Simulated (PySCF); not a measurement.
LDA on S⁻ (sulfur, charge -1), [Ne] 3s2 3p5, 2P determinant. Computed with PySCF 2.14 in def2-QZVPPD (10s7p5d2f1g, 79 functions), with the non-relativistic Hamiltonian (point nucleus).

```
cycle= 1 E= -396.831950310035  delta_E= -0.0219  |g|= 0.0452  |ddm|= 0.174
cycle= 2 E= -396.832039168738  delta_E= -8.89e-05  |g|= 0.021  |ddm|= 0.0324
cycle= 3 E= -396.832041796403  delta_E= -2.63e-06  |g|= 0.0137  |ddm|= 0.0273
cycle= 4 E= -396.832162169088  delta_E= -0.00012  |g|= 0.0018  |ddm|= 0.016
cycle= 5 E= -396.832164850661  delta_E= -2.68e-06  |g|= 0.000164  |ddm|= 0.00235
cycle= 6 E= -396.832164878814  delta_E= -2.82e-08  |g|= 2.17e-05  |ddm|= 0.000276
cycle= 7 E= -396.832164879332  delta_E= -5.18e-10  |g|= 3.76e-06  |ddm|= 3.79e-05
converged SCF energy = -396.832164879332  <S^2> = 0.75360242  2S+1 = 2.0035992
```

Highest occupied orbital energy: 0.990 eV; ⟨L²⟩ = 2.02; populations by l: s 6.00, p 11.00, d 0.00, f 0.00.

(1) Can this result be used?

Results:

(1) With care. The calculation finished and met its thresholds. At LDA the highest occupied level has a positive energy, so only the finite basis holds that electron; in a semilocal or global hybrid functional this comes from self-interaction and does not mean that the real anion is unbound.
